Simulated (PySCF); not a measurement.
Niobium: a sound run and one with changed settings

Sound run: Nb [Kr] 4d4 5s1, Nb⁺ [Kr] 4d4. Computed with PySCF 2.14 in x2c-TZVPall, with the spin-free X2C one-electron Hamiltonian (Gaussian nucleus). In the sound run the correlated levels freeze [Kr]. The sound run starts from symmetry-adapted Hartree-Fock orbitals and uses a fine grid where one is needed.

Changed run: basis STO-3G, all-electron and non-relativistic. This setting is unsound on purpose.

```tsv
species	method	sound run (hartree)	changed run (hartree)	converged
Nb	UHF	-3817.23462	-3715.89002	yes
Nb	PBE	-3818.95338	-3716.98560	yes
Nb	B3LYP	-3819.38179	-3717.47628	yes
Nb	MP2	-3817.27521	-3715.89068	yes
Nb⁺	UHF	-3817.01435	-3715.78718	yes
Nb⁺	PBE	-3818.69227	-3716.83767	yes
Nb⁺	B3LYP	-3819.12743	-3717.33465	yes
Nb⁺	MP2	-3817.04209	-3715.78775	yes
```

Ionisation energy of Nb:

```tsv
method	sound run (eV)	changed run (eV)
UHF	5.994	2.799
PBE	7.105	4.025
B3LYP	6.921	3.854
MP2	6.343	2.801
SCS-MP2	6.110	2.799
```

A minimal basis cannot let orbitals breathe on ionisation and holds almost no correlation. The Hamiltonian changed with the basis, so the totals do not compare.

For comparison, NIST gives 6.759 eV between the lowest levels.
